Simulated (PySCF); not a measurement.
Löwdin shares of the frontier orbitals

Species: C4H10Ge.
Z-matrix (Å and degrees, PBE0-D3(BJ)/def2-SVP geometry), rows numbered from 1:
```
C 
C   1  1.3388
Ge  2  1.9536  1  118.93
C   2  1.5055  1  122.32  3   179.31
C   4  1.5252  2  113.94  1   120.77
H   1  1.0944  2  122.40  3    -0.01
H   1  1.0976  2  121.19  3  -179.75
H   3  1.5417  2  111.82  1  -109.22
H   3  1.5428  2  109.81  1   131.31
H   3  1.5389  2  108.89  1    11.10
H   4  1.1053  2  108.72  1  -117.58
H   4  1.1037  2  108.99  1    -2.25
H   5  1.1018  4  111.78  2    60.76
H   5  1.1003  4  111.01  2  -179.40
H   5  1.1009  4  111.05  2   -59.18
```

Computed, not measured: PySCF, TDDFT B3LYP/def2-SVPD, vertical, gas phase, core orbitals frozen in the response. The B3LYP/def2-SVPD calculation is non-relativistic and has no spin–orbit coupling, an omission that weighs most on germanium.

Frontier orbitals with the atoms that hold most of them (Löwdin shares over 4%, at most four atoms; ? is withheld):

| orbital | ε (eV) | atoms |
| --- | --- | --- |
| LUMO+2 | 0.74 | Ge3 40%, H9 12%, H8 10%, C2 10% |
| LUMO+1 | 0.13 | Ge3 37%, H8 10%, H10 9%, H9 7% |
| LUMO | ? | C1 33%, C2 30%, Ge3 8%, H7 6% |
| HOMO | -7.30 | ? |
| HOMO-1 | -8.22 | ? |
| HOMO-2 | -9.17 | Ge3 40%, H10 30%, H9 17% |
| HOMO-3 | -9.21 | Ge3 30%, H8 21%, H9 12%, C4 8% |

Question: Give the leading atoms of the HOMO.

Answer: C1 (bonded to C and 2 H) 37%; C2 (bonded to 2 C and Ge) 33%; C4 (bonded to 2 C and 2 H) 6%; Ge3 (bonded to C and 3 H) 6%. By element: carbon 76% or more, germanium 6%.

Question: Which atoms hold the HOMO-1, and with what shares?

Answer: C2 (bonded to 2 C and Ge) 29%; Ge3 (bonded to C and 3 H) 22%; C4 (bonded to 2 C and 2 H) 12%; C1 (bonded to C and 2 H) 10%. By element: carbon 51% or more, germanium 22%.

Question: What is the LUMO energy, and the HOMO–LUMO gap?

Answer: ε(LUMO) = -0.40 eV; the gap is 6.90 eV (0.2537 hartree).

Question: How does S1 compare with the orbital gap of 6.90 eV?

Answer: S1 is at 6.52 eV (f = 0.0064), 0.38 eV below the gap, made of HOMO-1→LUMO (90%). Its leading pair isn't HOMO and LUMO; the energies of that pair differ by 7.82 eV. Without the coupling terms of the response equations the lowest excitation would equal the gap.

Question: Give energy, strength and leading configuration of S1, S2, S3 and S6, and follow the Löwdin shares of the leading atoms from the occupied to the empty orbital.

Answer: 
- S1 (6.52 eV, f 0.0064), HOMO-1→LUMO (90%): C2 29% → 30%, Ge3 22% → 8%, C1 10% → 33%
- S2 (6.57 eV, f 0.027), HOMO→LUMO+1 (76%): C1 37% → at most 7%, C2 33% → at most 7%, Ge3 6% → 37%, H8 at most 6% → 10%
- S3 (6.87 eV, f 0.286), HOMO→LUMO (74%): C1 37% → 33%, C2 33% → 30%
- S6 (7.51 eV, f 0.062), HOMO-1→LUMO+1 (96%): C2 29% → at most 7%, Ge3 22% → 37%, H8 at most 10% → 10%

One conformer stands for the species.
